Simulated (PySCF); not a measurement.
NO, doublet, geometry from GFN2-xTB; TPSS/6-311G** (PySCF).

The PySCF input:
```python
from pyscf import gto, scf, dft

mol = gto.Mole()
mol.atom = '''
    N    -0.00000000   -0.00000000   -0.61623737
    O     0.00000000    0.00000000    0.53920770
'''
mol.basis = '6-311g**'
mol.spin = 1
mol.verbose = 4
mol.build()

mf = dft.UKS(mol)
mf.xc = 'tpss'
mf.kernel()
mf.analyze()
```

Q: What does PySCF print? Leave out banner, timings and long lists.

A: 
```
PySCF version 2.14.0

[INPUT] verbose = 4
[INPUT] num. atoms = 2
[INPUT] num. electrons = 15
[INPUT] charge = 0
[INPUT] spin (= nelec alpha-beta = 2S) = 1
[INPUT] symmetry False subgroup None
[INPUT] Mole.unit = angstrom
[INPUT] Symbol           X                Y                Z      unit          X                Y                Z       unit  Magmom
[INPUT]  1 N      0.000000000000   0.000000000000  -0.616237370000 AA    0.000000000000   0.000000000000  -1.164519857022 Bohr   0.0
[INPUT]  2 O      0.000000000000   0.000000000000   0.539207700000 AA    0.000000000000   0.000000000000   1.018954877257 Bohr   0.0

nuclear repulsion = 25.647193952301
number of shells = 16
number of NR pGTOs = 62
number of NR cGTOs = 36
basis = 6-311g**
ecp = {}

******** <class 'pyscf.dft.uks.UKS'> ********
method = UKS
initial guess = minao
damping factor = 0
level_shift factor = 0
DIIS = <class 'pyscf.scf.diis.CDIIS'>
diis_start_cycle = 1
diis_space = 8
diis_damp = 0
SCF conv_tol = 1e-09
SCF conv_tol_grad = None
SCF max_cycles = 50
direct_scf = True
direct_scf_tol = 1e-13
number electrons alpha = 8  beta = 7
XC library pyscf.dft.libxc version 7.1.2
    S. Lehtola, C. Steigemann, M. J. T. Oliveira, and M. A. L. Marques,  SoftwareX 7, 1–5 (2018)
XC functionals = tpss
    J. Tao, J. P. Perdew, V. N. Staroverov, and G. E. Scuseria,  Phys. Rev. Lett. 91, 146401 (2003)
    J. P. Perdew, J. Tao, V. N. Staroverov, and G. E. Scuseria,  J. Chem. Phys. 120, 6898 (2004)
    J. Tao, J. P. Perdew, V. N. Staroverov, and G. E. Scuseria,  Phys. Rev. Lett. 91, 146401 (2003)
    J. P. Perdew, J. Tao, V. N. Staroverov, and G. E. Scuseria,  J. Chem. Phys. 120, 6898 (2004)
radial grids:
    Treutler-Ahlrichs [JCP 102, 346 (1995); DOI:10.1063/1.469408] (M4) radial grids

becke partition: Becke, JCP 88, 2547 (1988); DOI:10.1063/1.454033
pruning grids: <function nwchem_prune>
grids dens level: 3
symmetrized grids: False
atomic radii adjust function: <function treutler_atomic_radii_adjust>
small_rho_cutoff = 0
Set gradient conv threshold to 3.16228e-05
tot grids = 27984
init E= -130.167028797031

cycle= 1 E= -129.8980765236  delta_E= 0.269  |g|= 0.379  |ddm|= 1.06
cycle= 2 E= -129.407544085793  delta_E= 0.491  |g|=  1.2  |ddm|= 0.606
cycle= 3 E= -129.945174882325  delta_E= -0.538  |g|= 0.0619  |ddm|= 0.511
cycle= 4 E= -129.946707865499  delta_E= -0.00153  |g|= 0.00721  |ddm|= 0.0598
cycle= 5 E= -129.946728652184  delta_E= -2.08e-05  |g|= 0.00133  |ddm|= 0.00715
cycle= 6 E= -129.946729666191  delta_E= -1.01e-06  |g|= 0.000596  |ddm|= 0.00142
cycle= 7 E= -129.946729957727  delta_E= -2.92e-07  |g|= 0.000216  |ddm|= 0.000635
cycle= 8 E= -129.946730022357  delta_E= -6.46e-08  |g|= 7.52e-05  |ddm|= 0.000366
cycle= 9 E= -129.946730027679  delta_E= -5.32e-09  |g|= 5.66e-06  |ddm|= 9.85e-05
cycle= 10 E= -129.946730027739  delta_E= -5.97e-11  |g|= 8.52e-07  |ddm|= 1.24e-05
Extra cycle  E= -129.946730027739  delta_E= 1.71e-13  |g|= 1.43e-06  |ddm|= 1.45e-06
converged SCF energy = -129.946730027739  <S^2> = 0.75225383  2S+1 = 2.0022526
**** SCF Summaries ****
Total Energy =                        -129.946730027738681
Nuclear Repulsion Energy =              25.647193952300999
One-electron Energy =                 -227.840482905884301
Two-electron Energy =                   72.246558925844624
Two-electron Coulomb Energy =           87.652175930972604
DFT Exchange-Correlation Energy =      -15.405617005127979
**** MO energy ****
                             alpha | beta                alpha | beta
MO #1   energy= -19.0092088828964  | -18.998870073524   occ= 1 | 1
MO #2   energy= -14.2240953359818  | -14.2081043879916  occ= 1 | 1
MO #3   energy= -1.16581574934646  | -1.14893334691687  occ= 1 | 1
MO #4   energy= -0.628929786117517 | -0.598256658413554 occ= 1 | 1
MO #5   energy= -0.474876036915467 | -0.455171738773257 occ= 1 | 1
MO #6   energy= -0.464512248807873 | -0.415706553861844 occ= 1 | 1
MO #7   energy= -0.428488805631788 | -0.409589600617176 occ= 1 | 1
MO #8   energy= -0.165996819322719 | -0.126453939962659 occ= 1 | 0
MO #9   energy= -0.142156937607683 | -0.0801941729616622 occ= 0 | 0
MO #10  energy= 0.277323202673145  | 0.292947218385919  occ= 0 | 0
MO #11  energy= 0.517205099358667  | 0.536296757205778  occ= 0 | 0
MO #12  energy= 0.525729921761226  | 0.563692822346919  occ= 0 | 0
MO #13  energy= 0.57593513320433   | 0.587262517889953  occ= 0 | 0
MO #14  energy= 0.58619617093819   | 0.61168857069505   occ= 0 | 0
MO #15  energy= 0.701675628761942  | 0.710737107899924  occ= 0 | 0
MO #16  energy= 0.745245689022704  | 0.756411898821189  occ= 0 | 0

To work with the spin densities directly, `use mulliken_meta_spin()` only printing them here.

 ** Mulliken spin pop alpha/beta on meta-lowdin orthogonal AOs **
 ** Mulliken Spin Density (per AO)  **
spin_pop of  0 N 1s       -0.00001
spin_pop of  0 N 2s        0.01175
spin_pop of  0 N 3s        0.00009
spin_pop of  0 N 4s        0.00001
spin_pop of  0 N 2px       0.25745
spin_pop of  0 N 2py       0.41933
spin_pop of  0 N 2pz      -0.00901
spin_pop of  0 N 3px       0.00240
spin_pop of  0 N 3py       0.00391
spin_pop of  0 N 3pz       0.00031
spin_pop of  0 N 4px       0.00000
spin_pop of  0 N 4py       0.00001
spin_pop of  0 N 4pz       0.00002
spin_pop of  0 N 3dxy     -0.00014
spin_pop of  0 N 3dyz     -0.00021
spin_pop of  0 N 3dz^2     0.00017
spin_pop of  0 N 3dxz     -0.00013
spin_pop of  0 N 3dx2-y2   -0.00001
spin_pop of  1 O 1s       -0.00000
spin_pop of  1 O 2s        0.00465
spin_pop of  1 O 3s        0.00017
spin_pop of  1 O 4s        0.00000
spin_pop of  1 O 2px       0.11339
spin_pop of  1 O 2py       0.20144
spin_pop of  1 O 2pz      -0.00813
spin_pop of  1 O 3px       0.00091
spin_pop of  1 O 3py       0.00139
spin_pop of  1 O 3pz       0.00014
spin_pop of  1 O 4px       0.00014
spin_pop of  1 O 4py       0.00022
spin_pop of  1 O 4pz       0.00008
spin_pop of  1 O 3dxy     -0.00004
spin_pop of  1 O 3dyz     -0.00014
spin_pop of  1 O 3dz^2    -0.00006
spin_pop of  1 O 3dxz     -0.00010
spin_pop of  1 O 3dx2-y2   -0.00000
 ** Mulliken Spin Density (per atom)  **
spin density of  0 N =      0.68595
spin density of  1 O =      0.31405
 ** Mulliken pop alpha/beta on meta-lowdin orthogonal AOs **
 ** Mulliken pop       alpha | beta **
pop of  0 N 1s        0.99997 | 0.99998
pop of  0 N 2s        0.85932 | 0.84757
pop of  0 N 3s        0.01037 | 0.01028
pop of  0 N 4s        0.00053 | 0.00051
pop of  0 N 2px       0.60402 | 0.34657
pop of  0 N 2py       0.76133 | 0.34200
pop of  0 N 2pz       0.55539 | 0.56440
pop of  0 N 3px       0.00280 | 0.00041
pop of  0 N 3py       0.00424 | 0.00033
pop of  0 N 3pz       0.00687 | 0.00656
pop of  0 N 4px       0.00001 | 0.00000
pop of  0 N 4py       0.00001 | 0.00000
pop of  0 N 4pz       0.00009 | 0.00008
pop of  0 N 3dxy      0.00002 | 0.00016
pop of  0 N 3dyz      0.00182 | 0.00203
pop of  0 N 3dz^2     0.00362 | 0.00345
pop of  0 N 3dxz      0.00188 | 0.00202
pop of  0 N 3dx2-y2    0.00000 | 0.00001
pop of  1 O 1s        0.99998 | 0.99999
pop of  1 O 2s        0.86206 | 0.85741
pop of  1 O 3s        0.00558 | 0.00542
pop of  1 O 4s        0.00013 | 0.00013
pop of  1 O 2px       0.76225 | 0.64886
pop of  1 O 2py       0.85504 | 0.65360
pop of  1 O 2pz       0.68910 | 0.69722
pop of  1 O 3px       0.00171 | 0.00080
pop of  1 O 3py       0.00207 | 0.00068
pop of  1 O 3pz       0.00378 | 0.00363
pop of  1 O 4px       0.00018 | 0.00004
pop of  1 O 4py       0.00025 | 0.00003
pop of  1 O 4pz       0.00044 | 0.00037
pop of  1 O 3dxy      0.00000 | 0.00004
pop of  1 O 3dyz      0.00117 | 0.00132
pop of  1 O 3dz^2     0.00274 | 0.00280
pop of  1 O 3dxz      0.00120 | 0.00131
pop of  1 O 3dx2-y2    0.00000 | 0.00000
In total             8.00000 | 7.00000
 ** Mulliken atomic charges   ( Nelec_alpha | Nelec_beta ) **
charge of  0N =      0.06135  (     3.81230      3.12635 )
charge of  1O =     -0.06135  (     4.18770      3.87365 )
Dipole moment(X, Y, Z, Debye): -0.00000,  0.00000,  0.12796
```
